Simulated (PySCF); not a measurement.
Al(Cl)(OMe)(NH2) (CH5AlClNO), SMILES [Cl][Al]([NH2])[O]C.

Coordinates come from a ωB97X-D3(BJ)/def2-SVP optimisation. The structure was generated by enumeration; whether it is a known compound was not checked. One conformer was computed; it need not be the lowest.

Level of theory: PySCF with B3LYP/def2-TZVP.

The molecule is in vacuum.

Computed frontier levels, gap, dipole moment and polarisability:
```
Item                                                                                                           Result
---------------------------------------------------------------------------------------------  ----------------------
highest occupied level                                                                                       -7.34 eV
lowest empty level                                                                                           -0.58 eV
orbital gap                                                                                                   6.76 eV
dipole moment                                                                                               0.282 e·Å
quadrupole, principal values (traceless, Buckingham form, about the centre of nuclear charge)  -6.84, -1.04, 7.88 D·Å
mean static polarisability                                                                       57.7 bohr³ (8.54 Å³)
polarisability, principal values                                                               47.5, 60.9, 64.6 bohr³
```
